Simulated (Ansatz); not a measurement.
Cost and result up the ladder for the cluster Al₄Sb₄ (8 atoms). The state is a singlet with charge 0. Geometry: r2SCAN-D4/def2-SVP.

```tsv
atom	x (Å)	y (Å)	z (Å)
Al1	-0.693	0.757	2.526
Al2	1.325	-0.987	0.774
Al3	-1.750	1.162	-2.394
Al4	0.138	-3.008	-0.308
Sb5	-1.620	-0.475	0.080
Sb6	0.361	1.872	-0.471
Sb7	0.350	-0.757	-2.027
Sb8	1.890	1.435	1.819
```

Ansatz on 4 threads of Arm Neoverse V1 on a shared host. Times are rough, and most runs start from the orbitals of an earlier one. No level here is sound enough to serve as a yardstick. Binding counts from free atoms at the same level (Al doublet, Sb quartet; other spins of the atoms weren't run), without zero-point energy or a counterpoise term.

In the def2 sets Sb takes a core potential; there is no spin–orbit coupling. Correlated methods freeze 36 core orbitals; core or outer-core shells of Sb are correlated, in sets that lack core-valence functions. The rows differ in basis, and correlated rows in double-zeta sets carry the largest basis error. Another isomer (singlet) lies 0.57 eV lower at PBE0-D4/def2-TZVP; other spin states weren't run for this one.

Correlated methods converge slowly with the basis, most of all in double-zeta sets.

```
                         level  functions  wall time
PBE-D4/def2-TZVP (with forces)        348       13 s
           r2SCAN-D4/def2-TZVP        348       23 s
             PBE0-D4/def2-TZVP        348       34 s
          r2SCANh-D4/def2-TZVP        348       38 s
              CCSD(T)/def2-SVP        176    2.6 min
```

Question: Estimate what each level gives for the binding energy per atom (eV).

Answer: 
```
                         level  binding energy per atom (eV)                        remarks
PBE-D4/def2-TZVP (with forces)                          2.44  restricted SCF unstable in HF
           r2SCAN-D4/def2-TZVP                          2.25  restricted SCF unstable in HF
             PBE0-D4/def2-TZVP                          2.30  restricted SCF unstable in HF
          r2SCANh-D4/def2-TZVP                          2.21  restricted SCF unstable in HF
              CCSD(T)/def2-SVP                          1.78        restricted SCF unstable
```
